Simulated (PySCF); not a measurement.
An unknown is described by computed data only.

Formula: C5H3F3S2.

| Quantity | Value |
| --- | --- |
| Valence photoelectron | vertical ionisation energy: 9.38 eV [ΔSCF CAM-B3LYP/def2-SVPD] |
| Rotational structure | rotational constants A, B, C: 2.319, 0.563, 0.556 GHz [PBE0-D3(BJ)/def2-SVP] |
| 13C NMR | chemical shifts (computed TMS as zero) by class: 144.6 (1 C), 140.1 (1 C), 136.8 (1 C), 134.0 (1 C), 127.7 (1 C) ppm [GIAO PBE0/pcSseg-1] |
| UV, first state | lowest singlet excitation: 5.53 eV (224 nm, f = 0.012) [TDDFT CAM-B3LYP/def2-SVPD] |
| Dipole | 2.36 D [CAM-B3LYP/def2-SVPD] |
| Polarisability | 97.0 au [CAM-B3LYP/def2-SVPD] |

Gas-phase values; electronic properties from PySCF, density fitting. Levels stand in brackets. Geometry: PBE0-D3(BJ)/def2-SVP, one conformer, isolated molecule. Each NMR value is the plain mean over a class of atoms that symmetry, rotation or inversion makes alike.

Q: Propose a structure and show how it fits.

A: Numbering: `[F:1][C:2]([F:3])([F:4])[S:5][c:6]1[cH:7][cH:8][s:9][cH:10]1`. Its formula, C5H3F3S2, gives 3 degrees of unsaturation: 1 ring and 2 π bonds in the structure found (Kekulé form). 5 carbons fall into 5 classes; from least to most shielded: aromatic CH next to a ring sulfur [C10] (144.6 ppm), aromatic CH carbon [C7] (140.1 ppm), CF3 carbon [C2] (136.8 ppm), aromatic CH next to a ring sulfur [C8] (134.0 ppm), substituted aromatic carbon [C6] (127.7 ppm). The first electron is taken from the HOMO, whose largest Löwdin shares are 0.27 on an aromatic CH next to a ring sulfur, 0.26 on an aromatic CH next to a ring sulfur, 0.16 on the substituted aromatic carbon and 0.13 on the aromatic CH carbon. The optimised geometry has point group C1 and is an asymmetric top. Structure: `c1c(SC(F)(F)F)csc1`. The assignments are read from this structure; whether some other isomer fits the data as well wasn't checked.

Shape of the structure used: `[F:1][C:2]([F:3])([F:4])[S:5][c:6]1[cH:7][cH:8][s:9][cH:10]1`: F1–C2–S5–C6 180°, C2–S5–C6–C7 -85°.
